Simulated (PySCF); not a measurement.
Constitutional and geometric isomers with formula C3H4Si. All species are isolated molecules in the gas phase. Strings in code marks are SMILES.

The dipole moment from two functionals at the same geometries (B3LYP-D3(BJ)/def2-TZVP), both in PySCF: PBE-D3(BJ)/def2-TZVP and B3LYP-D3(BJ)/def2-TZVP. B3LYP has the VWN-RPA correlation part, as in Gaussian. 

```tsv
species	B3LYP-D3(BJ)/def2-TZVP (D)
`C=C=C=[SiH2]`	0.88
`C1(C=C1)=[SiH2]`	3.86
`c1[si](=C)c1`	2.17
`C#CC=[SiH2]`	1.56
```

Problem. What does PBE-D3(BJ)/def2-TZVP give for each?

Solution. 
- `C=C=C=[SiH2]`: 0.64
- `C1(C=C1)=[SiH2]`: 3.67
- `c1[si](=C)c1`: 2.09
- `C#CC=[SiH2]`: 1.32
Over these rows, drawn at random from the members with no instability flagged (it was tested for open shells, ions and some series alone), PBE minus B3LYP-D3(BJ): mean -0.19 D, from -0.24 D to -0.08 D.
